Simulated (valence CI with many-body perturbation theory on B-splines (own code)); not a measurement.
Results of a calculation; reference values are marked as such.
# Level structure of Yb LXV

Level of theory: relativistic CI+MBPT: four valence electrons over a frozen Dirac-Fock core [He], a basis of 9 s, 9 p, 8 d, 6 f, 3 g, 1 h functions for each j, with the one-electron correlation potential Σ1 (screened to all orders), the two-electron term Σ2, the three-electron term Σ3, Breit, model QED; selected single and double excitations, second order for the rest, scaled by the run's own slope (own B-spline code, finite nucleus).

The last digits are not significant, and no measured levels were compared; by estimate large intervals hold to a few tenths of a per cent, small ones and those within an open d or f shell to about a per cent.

Levels 1 to 40 of 40, with energies above the lowest level, (2s^2 2p1/2^2) J=0. "Leading %" is the weight of the configuration and term that name the level; weights of strongly mixed levels are sums over their largest components and can fall short, so below about 35 % the name and the second component can differ from the true leading terms, or belong to a minority configuration. In the jj column 3d3/2^4 stands for four electrons in 3d with j = 3/2.

```tsv
No.	Configuration	Term	J	E (eV)	Leading %	Leading jj	Second component
1	2s2.2p2	3P	0	0.0	68	2s^2 2p1/2^2 (100 %)	31 % 2s2.2p2 1S
2	2s2.2p2	3P	1	1091.3	100	2s^2 2p1/2 2p3/2 (100 %)	
3	2s2.2p2	1D	2	1109.4	65	2s^2 2p1/2 2p3/2 (100 %)	35 % 2s2.2p2 3P
4	2s.2p3	3P°	2	1367.3	48	2s 2p1/2^2 2p3/2 (100 %)	27 % 2s.2p3 5S°
5	2s.2p3	3D°	1	1449.5	31	2s 2p1/2^2 2p3/2 (100 %)	30 % 2s.2p3 1P°
6	2s2.2p2	3P	2	2221.7	64	2s^2 2p3/2^2 (99 %)	35 % 2s2.2p2 1D
7	2s2.2p2	1S	0	2279.8	68	2s^2 2p3/2^2 (99 %)	31 % 2s2.2p2 3P
8	2s.2p3	5S°	2	2431.9	50	2s 2p1/2 2p3/2^2 (100 %)	46 % 2s.2p3 3D°
9	2s.2p3	3D°	3	2475.1	100	2s 2p1/2 2p3/2^2 (100 %)	
10	2s.2p3	3P°	0	2532.1	100	2s 2p1/2 2p3/2^2 (100 %)	
11	2s.2p3	3S°	1	2553.3	52	2s 2p1/2 2p3/2^2 (100 %)	43 % 2s.2p3 3D°
12	2s.2p3	1D°	2	2562.9	74	2s 2p1/2 2p3/2^2 (100 %)	21 % 2s.2p3 3D°
13	2s.2p3	3P°	1	2566.9	63	2s 2p1/2 2p3/2^2 (100 %)	33 % 2s.2p3 1P°
14	2p4	3P	2	2855.2	68	2p1/2^2 2p3/2^2 (99 %)	32 % 2p4 1D
15	2p4	1S	0	2916.3	64	2p1/2^2 2p3/2^2 (99 %)	35 % 2p4 3P
16	2s.2p3	3P°	2	3619.6	51	2s 2p3/2^3 (100 %)	18 % 2s.2p3 5S°
17	2s.2p3	1P°	1	3699.7	37	2s 2p3/2^3 (100 %)	24 % 2s.2p3 3D°
18	2p4	3P	1	3960.9	100	2p1/2 2p3/2^3 (100 %)	
19	2p4	1D	2	3979.2	68	2p1/2 2p3/2^3 (100 %)	32 % 2p4 3P
20	2p4	3P	0	5117.4	64	2p3/2^4 (100 %)	35 % 2p4 1S
21	2s2.2p.3s	3P°	0	9134.9	99	2s^2 2p1/2 3s (99 %)	
22	2s2.2p.3s	3P°	1	9138.4	67	2s^2 2p1/2 3s (100 %)	33 % 2s2.2p.3s 1P°
23	2s2.2p.3p	3D	1	9216.5	74	2s^2 2p1/2 3p1/2 (100 %)	22 % 2s2.2p.3p 1P
24	2s2.2p.3p	3P	0	9260.7	67	2s^2 2p1/2 3p1/2 (99 %)	32 % 2s2.2p.3p 1S
25	2s.2p2.3s	5P	1	9385.4	42	2s 2p1/2^2 3s (98 %)	31 % 2s.2p2.3s 3S
26	2s.2p2.3s	3P	0	9421.7	68	2s 2p1/2^2 3s (99 %)	31 % 2s.2p2.3s 1S
27	2s.2p2.3p	3P°	1	9475.1	33	2s 2p1/2^2 3p1/2 (99 %)	21 % 2s.2p2.3p 5D°
28	2s.2p2.3p	3P°	0	9475.8	51	2s 2p1/2^2 3p1/2 (99 %)	42 % 2s.2p2.3p 5D°
29	2s2.2p.3p	3D	2	9560.5	52	2s^2 2p1/2 3p3/2 (100 %)	32 % 2s2.2p.3p 1D
30	2s2.2p.3p	3P	1	9562.0	48	2s^2 2p1/2 3p3/2 (98 %)	30 % 2s2.2p.3p 3S
31	2s2.2p.3d	3F°	2	9621.9	75	2s^2 2p1/2 3d3/2 (100 %)	20 % 2s2.2p.3d 1D°
32	2s2.2p.3d	3D°	1	9647.5	50	2s^2 2p1/2 3d3/2 (99 %)	32 % 2s2.2p.3d 1P°
33	2s2.2p.3d	3P°	2	9721.9	47	2s^2 2p1/2 3d5/2 (98 %)	35 % 2s2.2p.3d 3D°
34	2s2.2p.3d	3F°	3	9725.9	46	2s^2 2p1/2 3d5/2 (100 %)	32 % 2s2.2p.3d 1F°
35	2s.2p2.3p	3P°	2	9814.1	35	2s 2p1/2^2 3p3/2 (98 %)	19 % 2s.2p2.3p 5P°
36	2s.2p2.3p	3D°	1	9819.1	31	2s 2p1/2^2 3p3/2 (99 %)	21 % 2s.2p2.3p 1P°
37	2s.2p2.3d	3D	1	9874.7	46	2s 2p1/2^2 3d3/2 (100 %)	36 % 2s.2p2.3d 5F
38	2s.2p2.3d	3D	2	9880.6	31	2s 2p1/2^2 3d3/2 (98 %)	17 % 2s.2p2.3d 5F
39	2s.2p2.3d	3D	3	9971.8	38	2s 2p1/2^2 3d5/2 (100 %)	17 % 2s.2p2.3d 5D
40	2s.2p2.3d	3F	2	9988.8	28	2s 2p1/2^2 3d5/2 (98 %)	22 % 2s.2p2.3d 1D
```

The ionisation energy to 2s2.2p 2P°_1/2 of the next ion comes out as 16193 eV (NIST: 16191 ± 24 eV (theoretical)). All 40 levels together are meant to be complete up to 10006.8 eV.
